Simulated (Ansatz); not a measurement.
System: sum formula SiHCl (charge 0, singlet). 
Coordinates optimised at B3LYP-D3(BJ)/def2-TZVP (Ansatz, a quantum-chemistry and plane-wave program):
```xyz
3

Si     0.7933    -0.2087     0.7471
H      1.8312    -0.4893    -0.3363
Cl    -0.7611     0.2007    -0.5955
```

Basis-set convergence of Hartree-Fock and CCSD correlation energies (hartree) with Ansatz. Cores are frozen in the correlated levels unless marked. Spin-orbit coupling is left out. Non-relativistic.

The Hartree-Fock reference is unstable (checked in the largest basis), which strains HF and MP2. 

```
basis       functions       E(HF)  E(corr, CCSD)
----------  ---------  ----------  -------------
def2-SVP           41  -748.76722       -0.24367
def2-TZVPP         98  -749.02907       -0.32400
def2-QZVPP        170  -749.05052       -0.34851
```

Extrapolating the two largest sets (X = 3 and 4) as X^-3: E(corr) = (64·(-0.34851) - 27·(-0.32400))/37 = -0.3664 Eh, an estimate of the basis-set limit. The largest set recovers 95.1 % of it, the smallest 66.5 %.
